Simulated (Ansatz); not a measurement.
Program: Ansatz. Geometries: PBE0-D4/def2-TZVP. ΔE: electronic, gas phase. CCSD(T)/CBS is the MP2 limit (def2-TZVPP, def2-QZVPP) plus CCSD(T) − MP2 in def2-TZVPP, frozen cores. Functionals use def2-TZVPP. B3LYP here is the variant with VWN-RPA as its local correlation; programs differ in this. HSE06 is defined as in plane-wave codes. Each species was taken in one conformer, which may not be the lowest.

Reaction (formal exchange of groups at the Si–C bond): `C[Si](C)(C)O` + `Oc1ccsc1` → `C[Si](C)(O)O` + `Cc1ccsc1`

```
          level  ΔE (kcal/mol)  difference from CCSD(T)/CBS
         PBE-D4          -31.6                          5.0
       HSE06-D4          -33.1                          3.5
        ωB97M-V          -34.7                          1.9
           BLYP          -33.4                          3.2
          B3LYP          -34.6                          2.0
        r2SCAN0          -35.0                          1.6
      CAM-B3LYP          -35.2                          1.4
    HF/def2-SVP          -33.9                          2.7
   MP2/def2-SVP          -34.3                          2.3
CCSD/def2-TZVPP          -36.5                          0.1
    CCSD(T)/CBS          -36.6                            0
```

Largest T1 diagnostic among the species: 0.013.

From BLYP to BHLYP (50 % exact exchange), in def2-TZVPP and without D4, ΔE moves by −3.0 kcal/mol. Leaving LDA and LC-ωPBE aside and taking each functional with its dispersion term where it has one, the values, not all of them listed here, spread over 4.8 kcal/mol, from BHLYP-D4 to PBE-D4.
